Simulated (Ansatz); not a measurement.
Species: AlBr2, SMILES `[Br][Al][Br]` (charge 0, multiplicity 2), formula AlBr₂.

Task: How many basis functions does frozen-core CCSD(T)/cc-pVTZ // PBE0-D3(BJ)/def2-TZVP run with Ansatz (a first-principles code) use, how many core orbitals are frozen, and how many electrons are correlated?

Result: 120 basis functions and 23 frozen orbitals, which leaves 37 correlated electrons (filled d shells below the valence shell are correlated). Core time is of the order of minutes.
